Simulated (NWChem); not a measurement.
System: Sn cation, doublet

Here is an NWChem input.

```
start job
memory heap 200 mb stack 900 mb global 1100 mb
charge 1
geometry units angstroms noautoz
  Sn     0.000000     0.000000     0.000000
end
basis spherical
  * library def2-tzvp
end
ecp
  Sn library def2-ecp
end
dft
  odft
  mult 2
  xc becke88 perdew86
  iterations 150
  mulliken
end
task dft energy
```

The open p shell is one determinant without spherical averaging. No stability test was run on the SCF state. def2 effective core potentials on Sn; no spin-orbit coupling.

**Question.** What results follow from this input? (BP86/def2-TZVP with def2 effective core potentials on Sn, spin-unrestricted.) Quantities: energy (Ha); highest occupied level (eV); lowest empty minus highest occupied level, either spin (eV); <S²>.

**Answer.** 
| Item | Result |
|---|---|
| energy (Ha) | -214.10 |
| highest occupied level (eV) | -10.73 |
| lowest empty minus highest occupied level, either spin (eV) | 0.14 |
| <S²> | 0.751 |
